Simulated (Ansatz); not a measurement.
Harmonic frequencies (cm⁻¹) at PBE0-D4/def2-TZVP from Ansatz: 70, 70, 79, 124, 124, 220, 266, 266, 310, 310, 311, 434, 466, 466, 671, 2336, 2336, 2339.

(1) Which molecule is it?
A. `C#[C][Sn]([F])([F])[Cl]`
B. `[F][Sn]([F])([SiH3])[Cl]`
C. `[SH][SnH]([SH])[SH]`
D. `N#[C][Sn]([F])([C]#N)[C]#N`

## Answers

(1) D.
